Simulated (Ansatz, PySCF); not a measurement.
Complex: C2H4 (SMILES C=C) (first 6 atoms) with CHN (SMILES C#N); geometry from B3LYP-D3(BJ)/def2-TZVP.
(charge 0, multiplicity 1):
```xyz
9

C     -0.08698     0.63684     0.22297
C     -0.22787    -0.67843     0.12585
H      0.88242     1.11360     0.13936
H     -0.93663     1.29080     0.37917
H     -1.19859    -1.15424     0.19866
H      0.62047    -1.33145    -0.04106
C      0.28375    -0.33624     3.77288
N      0.42247    -0.43632     4.90671
H      0.15436    -0.24268     2.71300
```

Basis-set superposition error: the interaction energy with monomers in their own basis, and in the dimer's basis (counterpoise).

Codes used: Ansatz (an electronic-structure program); PySCF for 6-31G* rows, M06-2X. 

```tsv
level	uncorrected (kcal/mol)	counterpoise (kcal/mol)	difference
HF/6-31G*	-2.33	-1.67	0.66
PBE/def2-TZVPPD	-2.19	-2.09	0.10
BLYP/def2-TZVPPD	-1.20	-1.09	0.11
B97M-V/def2-TZVPPD	-2.50	-2.41	0.09
B3LYP/6-31G*	-2.85	-2.13	0.72
M06-2X/def2-TZVPPD	-2.42	-2.34	0.08
wB97M-V/def2-TZVPPD	-2.56	-2.47	0.09
MP2/6-31G*	-3.24	-2.09	1.14
MP2/aug-cc-pVDZ	-3.33	-2.14	1.19
CCSD(T)/aug-cc-pVDZ	-3.19	-1.93	1.26
```

The error is largest for CCSD(T)/aug-cc-pVDZ (1.26 kcal/mol) and smallest for M06-2X/def2-TZVPPD (0.08 kcal/mol).
